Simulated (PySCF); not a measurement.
How methods differ on the ionisation energy of Tm⁵⁶⁺

Tm⁵⁶⁺ [Ne] 3s2 3p1 (2P) → Tm⁵⁷⁺ [Ne] 3s2 (1S), as a difference of total energies. All numbers are calculated (PySCF 2.14, scalar relativity by spin-free X2C-1e, in an even-tempered Gaussian basis (17 s from 14 bohr⁻², ratio 2.5; 12 p from 18 bohr⁻², ratio 2.5; 4 d from 69 bohr⁻², ratio 2.7; 4 f from 100 bohr⁻², ratio 2.7)). Correlated levels: outer shells: 1s2 frozen; virtual orbitals above 40 to 60 times the deepest correlated orbital energy dropped. The calculations carry no spin-orbit coupling.

```tsv
method	ionisation energy (eV)
UHF	5477.7
MP2 (outer shells)	5478.3
SCS-MP2 (outer shells)	5478.2
CCSD (outer shells)	5478.3
CCSD(T) (outer shells)	5478.3
```

A first-order spin-orbit estimate (lowest level to lowest level, LS coupling) adds 162.4 eV.

Breit and QED terms and the two-electron picture change are absent.

First order in ζ underestimates the shift of j = l − 1/2 levels at high Z.

For comparison: 5656 ± 5 eV (theoretical estimate listed by NIST; NIST Atomic Spectra Database, ionization energies).
